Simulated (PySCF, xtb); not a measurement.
CH₃Se, SMILES C[Se] (connectivity only; charge and spin as stated), charge -1, multiplicity 1.

xtb with GFN2-xTB at its own geometry gives an orbital gap of 5.07 eV.

Geometry: PBE0-D3(BJ)/def2-TZVPD. The multiplicity is an assumed one; other spin states were not compared. The isomer is the one that the SMILES or the coordinates give; other isomers of the formula were not compared.

Q: What does B3LYP/def2-TZVPD (PySCF) give? (An estimate is asked for; the answer gives what the named calculation found.)

A: gap 3.38 eV (levels 0.30 and 3.68 eV).
